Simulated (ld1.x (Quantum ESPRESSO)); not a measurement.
Configuration tests for Bi (TM)

bismuth (Bi), norm-conserving Troullier–Martins (Kleinman–Bylander form), made with ld1.x (Quantum ESPRESSO) 7.5 (revPBE, scalar-relativistic). Core [Xe] 4f14 5d10, reference 6s1.5 6p3.5. Waves: 6s (bound): rc 1.80 bohr; 6d channel at 0.25 Ry: rc 1.65 bohr; 6p (bound): rc 2.05 bohr. Local part: the p channel. Core correction: Bessel-smoothed model core inside 0.80 bohr.

Energies are relative to the spin-unpolarised reference configuration 6s1.5 6p3.5; without spin polarisation the order of configurations can differ from experiment.

**Question.** Give the all-electron excitation energy and the error of the potential for: 6s2 6p3; 6s2 6p2; 6s2 6p1; 6s2 6p3.3; 6s2 6p2.5; 6s1 6p0; 6s1 6p4.

**Answer.**

| valence configuration | charge | ΔE all-electron (eV) | error AE − PS (meV) |
| --- | --- | --- | --- |
| 6s2 6p3 | 0 | -4.993 | -5.6 |
| 6s2 6p2 | +1 | 2.849 | -8.4 |
| 6s2 6p1 | +2 | 17.995 | -49 |
| 6s2 6p3.3 | -0.3 | -6.069 | -6.1 |
| 6s2 6p2.5 | +0.5 | -1.929 | -5.2 |
| 6s1 6p0 | +4 | 86.450 | -707 |
| 6s1 6p4 | 0 | 5.077 | -8.0 |
